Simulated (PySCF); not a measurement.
# V³⁺ (vanadium, charge +3): UHF calculation

Configuration: [Ar] 3d2, high-spin 3F determinant. All numbers are calculated (PySCF 2.14, no relativity, point nucleus, in aug-cc-pVDZ).

```
Total energy                                     : -941.130346 hartree
One-electron energy                              : -1265.6492 hartree
Hartree (Coulomb) energy                         : 367.8966 hartree
Exchange energy                                  : -43.3777 hartree
Kinetic energy                                   : 939.96541 hartree
⟨S²⟩                                             : 2.0023
⟨L²⟩                                             : 12.031
Sum of ⟨r⟩                                       : 12.65 bohr
Sum of ⟨r²⟩                                      : 13.27 bohr²
Density at the nucleus (Gaussians lack the cusp) : 8120 bohr⁻³
Spin density at the nucleus                      : 0.0336 bohr⁻³
Langevin diamagnetic susceptibility              : -10.5 ×10⁻⁶ cm³/mol
Time after the integrals                         : 0.35 s of wall time on 1 thread of Neoverse-N1 (shared host)
```

```json
{"shell": "1s α", "electrons": "1", "mean orbital energy (eV)": "-5520.6", "rms radius, mean of both spins (bohr)": "0.0776"}
{"shell": "1s β", "electrons": "1", "mean orbital energy (eV)": "-5520.5", "rms radius, mean of both spins (bohr)": "0.0776"}
{"shell": "2s α", "electrons": "1", "mean orbital energy (eV)": "-687.58", "rms radius, mean of both spins (bohr)": "0.335"}
{"shell": "2s β", "electrons": "1", "mean orbital energy (eV)": "-686.17", "rms radius, mean of both spins (bohr)": "0.335"}
{"shell": "2p α", "electrons": "3", "mean orbital energy (eV)": "-582.82", "rms radius, mean of both spins (bohr)": "0.304"}
{"shell": "2p β", "electrons": "3", "mean orbital energy (eV)": "-581.41", "rms radius, mean of both spins (bohr)": "0.304"}
{"shell": "3s α", "electrons": "1", "mean orbital energy (eV)": "-123.14", "rms radius, mean of both spins (bohr)": "1.01"}
{"shell": "3s β", "electrons": "1", "mean orbital energy (eV)": "-118.84", "rms radius, mean of both spins (bohr)": "1.01"}
{"shell": "3p α", "electrons": "3", "mean orbital energy (eV)": "-91.434", "rms radius, mean of both spins (bohr)": "1.10"}
{"shell": "3p β", "electrons": "3", "mean orbital energy (eV)": "-86.217", "rms radius, mean of both spins (bohr)": "1.10"}
{"shell": "3d α", "electrons": "2", "mean orbital energy (eV)": "-48.206", "rms radius, mean of both spins (bohr)": "1.27"}
```
